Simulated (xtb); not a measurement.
H₃ClSi, triplet, at the geometry of the source list (a higher spin typed on purpose: for a closed-shell molecule this is an excited state); xtb 6.7.1 with GFN1-xTB.

The xtb input:
```
$ xtb mol.xyz --gfn 1 --uhf 2 --acc 30 --json

# file mol.xyz
5

Si    -0.12910000    -0.00570000    -0.00460000
Cl     1.87810000     0.08360000     0.06760000
H     -0.50430000    -0.99840000    -1.00530000
H     -0.63000000     1.31380000    -0.37260000
H     -0.61480000    -0.39330000     1.31500000
```

What the program printed (banner, timings and long lists left out):

```
   ID    Z sym.   atoms
    1   14 Si     1
    2   17 Cl     2
    3    1 H      3-5

           -------------------------------------------------
          |                Calculation Setup                |
           -------------------------------------------------

           -------------------------------------------------
          |                 G F N 1 - x T B                 |
           -------------------------------------------------

          ...................................................
          :                      SETUP                      :
          :.................................................:
          :  # basis functions                  26          :
          :  # atomic orbitals                  24          :
          :  # shells                           12          :
          :  # electrons                        14          :
          :  # halogen bonds                     0          :
          :  max. iterations                   250          :
          :  Hamiltonian                  GFN1-xTB          :
          :  restarted?                      false          :
          :  GBSA solvation                  false          :
          :  PC potential                    false          :
          :  electronic temp.          300.0000000     K    :
          :  accuracy                   30.0000000          :
          :  -> integral cutoff          0.2000000E+02      :
          :  -> integral neglect         0.3000000E-06      :
          :  -> SCF convergence          0.3000000E-04 Eh   :
          :  -> wf. convergence          0.6000000E-03 e    :
          :  Broyden damping             0.4000000          :
          :  net charge                          0          :
          :  unpaired electrons                  2          :
          ...................................................

 iter      E             dE          RMSdq      gap      omega  full diag
   1     -7.5159977 -0.751600E+01  0.652E+00    0.63       0.0  T
   2     -7.5585409 -0.425432E-01  0.350E+00    0.89       1.0  T
   3     -7.5706665 -0.121256E-01  0.217E+00    0.74       1.0  T
   4     -7.5732942 -0.262770E-02  0.109E-01    0.78       1.0  T
   5     -7.5733083 -0.141046E-04  0.388E-02    0.78       1.2  T
   6     -7.5733065  0.185186E-05  0.308E-02    0.78       1.5  T
   7     -7.5733103 -0.383862E-05  0.940E-03    0.78       4.8  T
   8     -7.5733104 -0.714900E-07  0.143E-03    0.78      31.4  T
   9     -7.5733104 -0.188656E-08  0.554E-04    0.78      80.8  T

   *** convergence criteria satisfied after 9 iterations ***

 transition dipole moment (au) for excitation:           7           8
     X       Y       Z
   0.0096  -0.0639  -0.1879  total (au/Debye):    0.199   0.505
 dE (eV)             :    7.610
 oscillator strength :  0.10415E-01

         :::::::::::::::::::::::::::::::::::::::::::::::::::::
         ::                     SUMMARY                     ::
         :::::::::::::::::::::::::::::::::::::::::::::::::::::
         :: total energy              -7.532461784627 Eh    ::
         :: gradient norm              0.090066331871 Eh/a0 ::
         :: HOMO-LUMO gap              0.775571388803 eV    ::
         ::.................................................::
         :: SCC energy                -7.573310374343 Eh    ::
         :: -> electrostatic           0.000124222613 Eh    ::
         :: repulsion energy           0.041982324912 Eh    ::
         :: dispersion energy         -0.001133735196 Eh    ::
         :: halogen bond corr.         0.000000000000 Eh    ::
         :: add. restraining           0.000000000000 Eh    ::
         :: total charge               0.000000000000 e     ::
         :::::::::::::::::::::::::::::::::::::::::::::::::::::

           -------------------------------------------------
          |                Property Printout                |
           -------------------------------------------------

    * Orbital Energies and Occupations

         #    Occupation            Energy/Eh            Energy/eV
      -------------------------------------------------------------
         1        2.0000           -0.9167640             -24.9464
         2        2.0000           -0.6160868             -16.7646
         3        2.0000           -0.4974276             -13.5357
         4        2.0000           -0.4974263             -13.5357
         5        2.0000           -0.4912606             -13.3679
         6        1.5002           -0.4647502             -12.6465
         7        1.4998           -0.4647490             -12.6465
         8        1.0000           -0.1850794              -5.0363 (HOMO)
         9        0.0000           -0.1565777              -4.2607 (LUMO)
        10        0.0000           -0.1565595              -4.2602
        11                         -0.0735325              -2.0009
        12                         -0.0735259              -2.0007
        13                         -0.0662170              -1.8019
        14                         -0.0662141              -1.8018
        15                         -0.0608144              -1.6548
        16                         -0.0509932              -1.3876
        17                         -0.0426908              -1.1617
        18                         -0.0426899              -1.1617
        19                          0.0855041               2.3267
       ...                                ...                  ...
        24                          1.3767074              37.4621
      -------------------------------------------------------------
                  HL-Gap            0.0285017 Eh            0.7756 eV
             Fermi-level           -0.3179514 Eh           -8.6519 eV

  Mulliken/CM5 charges         n(s)   n(p)   n(d)
     1Si   -0.08043 -0.38278   1.166  2.072  0.842
     2Cl    0.00329  0.04736   1.887  5.025  0.085
     3H     0.02571  0.11180   0.974  0.000  0.000
     4H     0.02569  0.11179   0.974  0.000  0.000
     5H     0.02574  0.11184   0.974  0.000  0.000

Wiberg/Mayer (AO) data.
largest (>0.10) Wiberg bond orders for each atom

 ---------------------------------------------------------------------------
     #   Z sym  total        # sym  WBO       # sym  WBO       # sym  WBO
 ---------------------------------------------------------------------------
     1  14 Si   3.769 --     2 Cl   1.484     4 H    0.762     5 H    0.762
                             3 H    0.762
     2  17 Cl   1.617 --     1 Si   1.484
     3   1 H    0.822 --     1 Si   0.762
     4   1 H    0.822 --     1 Si   0.762
     5   1 H    0.822 --     1 Si   0.762
 ---------------------------------------------------------------------------

Topologies differ in total number of bonds
Writing topology from bond orders to xtbtopo.mol

 dipole moment from electron density (au)
     X       Y       Z
   0.0551   0.0023   0.0020  total (Debye):    0.140

           -------------------------------------------------
          | TOTAL ENERGY               -7.532461784627 Eh   |
          | GRADIENT NORM               0.090066331871 Eh/α |
          | HOMO-LUMO GAP               0.775571388803 eV   |
           -------------------------------------------------

normal termination of xtb
```
